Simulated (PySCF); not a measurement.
C₈H₁₁NSSi, SMILES C[Si](C)(C)c1ccc(C#N)s1, GFN2-xTB optimised geometry.

```
22

C     -1.09    -3.50     0.08
Si    -2.10    -1.89     0.00
C     -3.12    -1.79    -1.61
C     -3.23    -1.70     1.52
C     -0.90    -0.43     0.00
C      0.47    -0.43     0.00
C      1.05     0.85     0.00
C      0.10     1.85     0.00
C      0.31     3.22     0.00
N      0.49     4.36     0.00
S     -1.51     1.19     0.00
H     -0.42    -3.59    -0.77
H     -1.74    -4.36     0.08
H     -0.48    -3.54     0.98
H     -3.84    -2.60    -1.67
H     -3.66    -0.86    -1.68
H     -2.48    -1.86    -2.49
H     -3.76    -0.75     1.50
H     -2.67    -1.75     2.44
H     -3.98    -2.48     1.55
H      1.05    -1.33     0.00
H      2.10     1.05     0.00
```

Density from B3LYP/def2-SVP (PySCF 2.14.0) at that geometry.

Minimum of the electron density along straight lines between bonded atoms, close to the bond critical point (lines longer than 1.1 times the sum of covalent radii, or with two minima, are not listed):

| bond | length / Å | ρ at the minimum / e bohr⁻³ | ∇²ρ there / e bohr⁻⁵ | position (fraction from the first atom) |
|---|---|---|---|---|
| C1–Si2 | 1.903 | 0.111 | 0.32 | 0.62 |
| Si2–C3 | 1.906 | 0.111 | 0.31 | 0.38 |
| Si2–C4 | 1.905 | 0.111 | 0.31 | 0.38 |
| Si2–C5 | 1.893 | 0.107 | ___ | 0.38 |
| C5–C6 | 1.369 | 0.319 | -0.80 | 0.51 |
| C6–C7 | 1.402 | 0.304 | -0.77 | 0.50 |
| C7–C8 | 1.373 | 0.316 | -0.79 | 0.48 |
| C8–C9 | 1.394 | 0.297 | -0.78 | 0.47 |
| C9–N10 | 1.149 | 0.475 | ___ | 0.34 |
| C5–S11 | 1.727 | 0.213 | -0.43 | 0.46 |
| C8–S11 | 1.738 | 0.209 | -0.44 | 0.48 |
| C1–H12 | 1.085 | 0.273 | -0.98 | 0.62 |
| C1–H13 | 1.085 | 0.273 | -0.98 | 0.62 |
| C1–H14 | 1.085 | 0.273 | -0.98 | 0.62 |
| C3–H15 | 1.086 | 0.273 | -0.97 | 0.62 |
| C3–H16 | 1.086 | 0.272 | -0.97 | 0.62 |
| C3–H17 | 1.086 | 0.273 | -0.98 | 0.62 |
| C4–H18 | 1.086 | 0.272 | -0.97 | 0.62 |
| C4–H19 | 1.086 | 0.273 | -0.98 | 0.62 |
| C4–H20 | 1.086 | 0.273 | -0.98 | 0.62 |
| C6–H21 | 1.075 | 0.286 | -1.11 | 0.63 |
| C7–H22 | 1.076 | 0.286 | -1.12 | 0.64 |

Task: Some entries are withheld; supply them.

Result: 
- Si2–C5, ∇²ρ there / e bohr⁻⁵: 0.35
- C9–N10, ∇²ρ there / e bohr⁻⁵: 0.41
